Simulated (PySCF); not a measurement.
# Spin states and ions at one geometry of [PbCl2]2+

PySCF 2.14.0, RKS PBE0, Pb def2-SVP with ECP60, Cl def2-SVP; non-relativistic Hamiltonian with scalar-relativistic core potentials where named; density fitting; no spin-orbit coupling; singlets restricted, open shells unrestricted. The geometry is relaxed for charge +2, singlet, vacuum:

```xyz
3

Pb    0.0000    0.0000    0.4000
Cl    2.3259    0.0000    0.4007
Cl   -2.3259    0.0000    0.4007
```

Energies count from the relaxed state; an electron taken off or put on is at rest in vacuum. Charges and spins are Mulliken's.

| state | energy (eV) | spin squared | charge on Pb1 (e) | spin on Pb1 (e) | dipole about the centre of mass (D) |
| --- | --- | --- | --- | --- | --- |
| charge +2, singlet, vacuum | 0.00 | 0.00 | 1.41 | 0.00 | 0.00 |
| charge +2, triplet, vacuum | 1.49 | 2.02 | 1.30 | 0.12 | 0.00 |
| charge +1, doublet, vacuum | -15.64 | 0.76 | 1.07 | 0.17 | 0.00 |

What does the state charge +3, doublet, vacuum give?

energy (eV) 23.87, spin squared 0.76, charge on Pb1 (e) 1.64, spin on Pb1 (e) -0.08, dipole about the centre of mass (D) 0.00.

With an electron taken off (doublet) the charges change, summed by element, by Pb +0.23 e, Cl +0.77 e. The vertical ionisation energy is 23.87 eV, against −ε(HOMO) = 21.55 eV of the relaxed state. The level lies 2.3 eV too high, as is usual for semilocal functionals and global hybrids, which keep a self-interaction error.

With an electron put on (doublet) the charges change, summed by element, by Pb -0.34 e, Cl -0.66 e. The vertical electron affinity is 15.64 eV, against −ε(LUMO) = 17.95 eV of the relaxed state.

Open shells may have lower solutions than those found.
